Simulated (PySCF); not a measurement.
## CdBi: from constants to spectrum

PBE0 constants of CdBi, ⁴Σ⁻ (quartet), unpaired electrons σ ↑, π ↑↑ (basis Cd def2-SVP with ECP28, Bi def2-SVP with ECP60; scalar-relativistic core potentials; PySCF 2.14; masses 113.9034 and 208.9804 u):

```
ωe              : 68.9 cm⁻¹
ωexe            : 0.778 cm⁻¹
Be              : 0.023334 cm⁻¹
αe              : 0.000217 cm⁻¹
D (centrifugal) : 1.07e-08 cm⁻¹
De to Cd + Bi   : 0.196 eV
```

Q: Give the vibrational terms G(v) and spacings up to v = 3.

A: G(v) = ωe(v+½) − ωexe(v+½)².

| v | G(v) (cm⁻¹) | G(v) − G(v−1) | Bv (cm⁻¹) |
| --- | --- | --- | --- |
| 0 | 34 |  | 0.02323 |
| 1 | 102 | 67 | 0.02301 |
| 2 | 167 | 66 | 0.02279 |
| 3 | 232 | 64 | 0.02257 |

Q: How well does the Morse estimate ωe²/(4ωexe) reproduce De, and what is D0?

A: It gives 0.189 eV, 96 % of the computed De. D0 = De − G(0) = 0.196 − 0.004 = 0.192 eV.

The bond is weak. Basis-set superposition, not corrected here, can be much of De in a small basis, most of all at correlated wavefunction levels. Functionals without a dispersion term scatter widely for such bonds, and LDA overbinds them. Spin–orbit coupling is left out, which matters for elements this heavy, above all for dissociation energies. The state was picked by a PBE0 search and need not be the measured ground state.
